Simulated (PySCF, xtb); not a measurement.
difluoromethyl(methyl)silane (C2H6F2Si), SMILES C[SiH2]C(F)F.

GFN2-xTB (xtb) at its own geometry gives an orbital gap of 5.78 eV and a dipole moment of 3.08 D.

Geometry optimised at B3LYP-D3(BJ)/def2-SVP. The values are those of a single conformer.

### Question
What does PySCF with PBE/def2-TZVP give? (Estimate from the structure and the level; the computed values follow.)

### Answer
gap 6.59 eV (levels -6.92 and -0.33 eV), dipole 1.40 D.
